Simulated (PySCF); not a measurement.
**Correlation energy of Se⁺ (selenium, charge +1)**

[Ar] 3d10 4s2 4p3, high-spin 4S determinant. All numbers are calculated (PySCF 2.14, a scalar-relativistic core potential, in aug-cc-pVTZ-PP with ECP10MDF (6s5p4d2f, 55 functions)). Frozen: 3s2 3p6 3d10; 5 electrons correlated.

```csv
level,correlation energy (mhartree)
CCSD,-90.51
(T),-2.59
CCSD(T),-93.10
```

Diagnostics: T1 = 0.0023, D1 = 0.0050, largest double amplitude 0.040.

Cost of the coupled-cluster step: of the order of 1 core-seconds, for 5 correlated electrons.

Iterations:

```
CC2 = 0
CCSD nocc = (np.int64(4), np.int64(1)), nmo = (46, 46)
frozen orbitals [[0, 1, 2, 3, 4, 5, 6, 7, 8], [0, 1, 2, 3, 4, 5, 6, 7, 8]]
max_cycle = 100
direct = 0
conv_tol = 1e-08
conv_tol_normt = 1e-06
diis_space = 8
diis_start_cycle = 0
Init t2, MP2 energy = -0.0760060030039493
Init E_corr(UCCSD) = -0.0760060030083074
cycle = 1  E_corr(UCCSD) = -0.0876446184835259  dE = -0.0116386155  norm(t1,t2) = 0.033435
cycle = 2  E_corr(UCCSD) = -0.0897746410644438  dE = -0.00213002258  norm(t1,t2) = 0.00879201
cycle = 3  E_corr(UCCSD) = -0.0905231139134396  dE = -0.000748472849  norm(t1,t2) = 0.00296623
cycle = 4  E_corr(UCCSD) = -0.0905078525630296  dE = 1.52613504e-05  norm(t1,t2) = 0.000389319
cycle = 5  E_corr(UCCSD) = -0.0905074520888033  dE = 4.00474226e-07  norm(t1,t2) = 4.11065e-05
cycle = 6  E_corr(UCCSD) = -0.0905073623606528  dE = 8.97281505e-08  norm(t1,t2) = 7.62178e-06
cycle = 7  E_corr(UCCSD) = -0.0905074244891407  dE = -6.21284879e-08  norm(t1,t2) = 1.689e-06
cycle = 8  E_corr(UCCSD) = -0.0905074120663563  dE = 1.24227845e-08  norm(t1,t2) = 3.08012e-07
cycle = 9  E_corr(UCCSD) = -0.090507411172658  dE = 8.93698268e-10  norm(t1,t2) = 5.63906e-08
UCCSD converged
E(UCCSD) = -371.6391934753107  E_corr = -0.09050741117265799
UCCSD(T) correction = -0.00259010292793343
```
